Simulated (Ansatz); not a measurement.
`N#[C][Ge]([F])([F])[F]` + H₂S → `[F][Ge]([F])([F])[SH]` + `C#N` at 600 K and 1 bar (ligand exchange at a Ge–C bond).

Computed with Ansatz on PBE0-D4/def2-TZVP structures; ΔE is electronic, products minus reactants. CCSD(T)/CBS adds triple-zeta CCSD(T) − MP2 to the extrapolated MP2 energy (def2 sets, frozen cores). This one scheme is used for every species. For Ge outer-core shells are correlated without core-valence functions, which leaves a few kJ/mol of doubt a bond. Scalar relativity is left out up to krypton. One conformer a species, not always the lowest.

```csv
species,CCSD(T)/CBS energy (Eh),H − E (kJ/mol),S (J/(mol·K))
`N#[C][Ge]([F])([F])[F]`,-2468.33469,94.8,417.9
H₂S,-398.97279,60.8,230.9
`[F][Ge]([F])([F])[SH]`,-2774.00787,97.3,429.2
`C#N`,-93.32098,64.3,228.4
```

H − E and S are ideal-gas, rigid-rotor, harmonic terms from PBE0-D4/def2-TZVP, for one conformer and one mirror image of each species. 1 Eh = 2625.50 kJ/mol, R = 8.31446 J/(mol·K).

Question: By hand: ΔE, ΔH, ΔS and ΔG.

Answer: ΔE = (-2774.00787) + (-93.32098) − (-2468.33469) − (-398.97279) = -0.02137 Eh = -56.1 kJ/mol. Δ(H − E) = 97.3 + 64.3 − 94.8 − 60.8 = 6.0, so ΔH = -50.1 kJ/mol. ΔS = 429.2 + 228.4 − 417.9 − 230.9 = 8.8 J/(mol·K). ΔG = -50.1 − 600 × (8.8)/1000 = -55.4 kJ/mol.

Question: By hand: the equilibrium constant, and the temperature at which ΔG would vanish if ΔH and ΔS stayed fixed.

Answer: log₁₀ K = −ΔG/(RT ln 10) = 4.8. ΔH and −TΔS have one sign here, so there is no such temperature.

The number of gas molecules stays the same, so ΔS is small and ΔH decides. A doubt of 5 kJ/mol in ΔE shifts log₁₀ K by 0.4 here. Other conformers and mirror images would add mixing entropy, several J/(mol·K) or more a flexible species. These are equilibria of isolated gas molecules and say nothing of rates. Largest T1 diagnostic: 0.014 (customary marks: 0.02 for closed shells, 0.045 for open ones).

ΔS is within the doubt of such terms, so its sign, and with it that verdict, could turn.
